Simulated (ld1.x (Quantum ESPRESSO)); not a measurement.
## lead, RRKJ: configuration errors across variants

| Quantity | Value |
| --- | --- |
| Element | Pb |
| Generator | ld1.x (Quantum ESPRESSO) 7.5 |
| Type | norm-conserving RRKJ (Kleinman–Bylander form) |
| Functional | revPBE |
| Relativity | non-relativistic |
| Frozen core | [Xe] 4f14 5d10 |
| Valence charge | 4 |
| Reference configuration | 6s2 6p2 |
| Partial waves | 6p (bound): rc 1.95 bohr; 6s (bound): rc 2.40 bohr |
| Local potential | the s channel |
| Core correction | none |

All-electron excitation energies from the reference (eV): (1) 6s2 6p1 6.644; (2) 6s2 6p0 19.929; (3) 6s1 6p0 48.219; (4) 6s2 6p2.3 -0.842; (5) 6s0 6p4 11.868; (6) 6s2 6p1.5 2.546; (7) 6s1 6p2 13.077.

A true bound ghost makes a file unfit for plane-wave use even where its test errors are small: the radial tests pick states by their node count and pass the ghost by.

Errors AE − PS in meV (a dash: test not solved or not reliable):

| change | (1) | (2) | (3) | (4) | (5) | (6) | (7) | bound ghosts |
| --- | --- | --- | --- | --- | --- | --- | --- | --- |
| base | -3.7 | +9.1 | +4.8 | -0.2 | +142 | -0.8 | +7.8 | p |
| wave 6s (bound): rc 2.40 bohr becomes 6s (bound): rc 1.64 bohr | -4.0 | +1.9 | +44 | -0.3 | +136 | -0.9 | -0.8 | p |
| wave 6s (bound): rc 2.40 bohr becomes 6s (bound): rc 1.90 bohr | -5.4 | -15 | -8.9 | -0.3 | +101 | -1.0 | +3.0 | p |
| wave 6s (bound): rc 2.40 bohr becomes 6s (bound): rc 2.26 bohr | -3.4 | +11 | +6.0 | -0.2 | +148 | -0.7 | +8.7 | p |
| wave 6s (bound): rc 2.40 bohr becomes 6s (bound): rc 2.54 bohr | -4.4 | +0.4 | -1.0 | -0.3 | +126 | -0.9 | +4.6 | p |
| wave 6s (bound): rc 2.40 bohr becomes 6s (bound): rc 2.90 bohr | -3.9 | -6.8 | -11 | -0.2 | +100 | -0.8 | -2.8 | p |
| wave 6s (bound): rc 2.40 bohr becomes 6s (bound): rc 3.22 bohr | -2.2 | +2.3 | -13 | -0.2 | +76 | -0.4 | -12 | p |

(1) Give the same row for: wave 6s (bound): rc 2.40 bohr becomes 6s (bound): rc 3.64 bohr.

## Answers

(1) +1.3, +33, -9.3, -0.1, +19, +0.1, -32; bound ghosts: p.
